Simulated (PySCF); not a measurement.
C6H5F.
SMILES: `C#C[C@@H]1C/C1=C/F`

Level: wB97X-D/def2-SVPD in PySCF, non-relativistic, on one gas-phase PBE0-D3(BJ)/def2-SVP geometry that isn't relaxed in the solvent. The solvent is an IEF-PCM continuum (Bondi radii, 1.10 Å for H, scaled by 1.2), and excitations are vertical TDDFT with non-equilibrium linear response and a frozen core. Specific hydrogen bonds and non-electrostatic terms are outside this model.

```json
{"run": "gas", "E − E(gas) (kcal/mol)": "0.00", "HOMO (eV)": "-9.26", "HOMO–LUMO gap (eV)": "10.91", "dipole (D)": "1.89", "lowest singlet (eV)": "6.21", "static polarisability (au)": "70.7"}
{"run": "P", "E − E(gas) (kcal/mol)": "-4.76", "HOMO (eV)": "-9.29", "HOMO–LUMO gap (eV)": "11.05", "dipole (D)": "2.49", "lowest singlet (eV)": "6.30", "static polarisability (au)": "92.9"}
{"run": "Q", "E − E(gas) (kcal/mol)": "-5.07", "HOMO (eV)": "-9.30", "HOMO–LUMO gap (eV)": "11.06", "dipole (D)": "2.53", "lowest singlet (eV)": "6.31", "static polarisability (au)": "94.6"}
```

Q: The runs were made in acetone and water. Which run belongs to which solvent?

A: P = acetone, Q = water. The dielectric constants are 20.49 (acetone), 78.36 (water), and the energy falls further as ε rises. The optical constants n² used for the excitations are 1.85, 1.78 in the same order. In this model the ground state sees the solvent through ε alone.

Q: How constant is the ratio of the lowering to (ε − 1)/(2ε + 1)?

A: 
```json
{"solvent": "acetone", "(ε − 1)/(2ε + 1)": "0.464", "E − E(gas) (kcal/mol)": "-4.76", "ratio (kcal/mol)": "-10.2", "polarisation term (kcal/mol)": "-5.48"}
{"solvent": "water", "(ε − 1)/(2ε + 1)": "0.490", "E − E(gas) (kcal/mol)": "-5.07", "ratio (kcal/mol)": "-10.3", "polarisation term (kcal/mol)": "-5.90"}
```

The ratio changes by +0.9 % in size from acetone to water. The polarisation term is half the interaction of the solute with the induced surface charges.

The run took 11 s of wall time on one thread of an AMD EPYC 9R45, shared host with 96 logical CPUs at a one-minute load of 28, and the process peaked at 0.88 GiB of memory. This is the whole response run at wB97X-D/def2-SVPD in water, SCF included.

The pairwise dispersion term of wB97X-D wasn't added to the energies; at a given geometry it leaves orbitals and properties as they are.
